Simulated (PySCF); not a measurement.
LDA on Tl⁻ (thallium, charge -1), [Xe] 4f14 5d10 6s2 6p2, high-spin 3P determinant. Calculation: PySCF 2.14, in aug-cc-pVQZ-PP with one added diffuse shell each of s, p, d, f, g type with ECP60MDF (8s8p6d4f3g, 117 functions); a scalar-relativistic core potential.

```
cycle= 4 E= -172.278924644776  delta_E= -0.00242  |g|= 0.0199  |ddm|= 1.24
cycle= 5 E= -172.275675149621  delta_E= 0.00325  |g|= 0.0293  |ddm|= 0.965
cycle= 6 E= -172.277418394009  delta_E= -0.00174  |g|= 0.0222  |ddm|= 0.197
cycle= 7 E= -172.279733633414  delta_E= -0.00232  |g|= 0.00128  |ddm|= 0.973
cycle= 8 E= -172.279714020886  delta_E= 1.96e-05  |g|= 0.00177  |ddm|= 0.216
cycle= 9 E= -172.279726265073  delta_E= -1.22e-05  |g|= 0.000139  |ddm|= 0.0618
cycle= 10 E= -172.279724827502  delta_E= 1.44e-06  |g|= 0.00049  |ddm|= 0.0191
cycle= 11 E= -172.279724832112  delta_E= -4.61e-09  |g|= 0.00049  |ddm|= 8.26e-05
cycle= 12 E= -172.279724509454  delta_E= 3.23e-07  |g|= 0.000544  |ddm|= 0.00331
cycle= 13 E= -172.279724837207  delta_E= -3.28e-07  |g|= 0.000467  |ddm|= 0.00281
cycle= 14 E= -172.279725832582  delta_E= -9.95e-07  |g|= 2.94e-05  |ddm|= 0.00802
cycle= 15 E= -172.279725837476  delta_E= -4.89e-09  |g|= 4.71e-06  |ddm|= 0.00072
cycle= 16 E= -172.279725837567  delta_E= -9.16e-11  |g|= 1.88e-06  |ddm|= 0.0002
converged SCF energy = -172.279725837567  <S^2> = 2.0007265  2S+1 = 3.0004843
```

Highest occupied orbital energy: 1.002 eV; ⟨L²⟩ = 2.01; populations by l: s 4.00, p 8.00, d 10.00, f 0.00.

(1) Can this result be used?

Results:

(1) With care. The run converged. Energies and moments cover only the electrons outside the core potential. Spin-orbit coupling is strong in this species (close to jj coupling), so the high-spin LS determinant is a model state, not a physical level. At LDA the highest occupied level has a positive energy, so only the finite basis holds that electron; in a semilocal or global hybrid functional this comes from self-interaction and does not mean that the real anion is unbound.
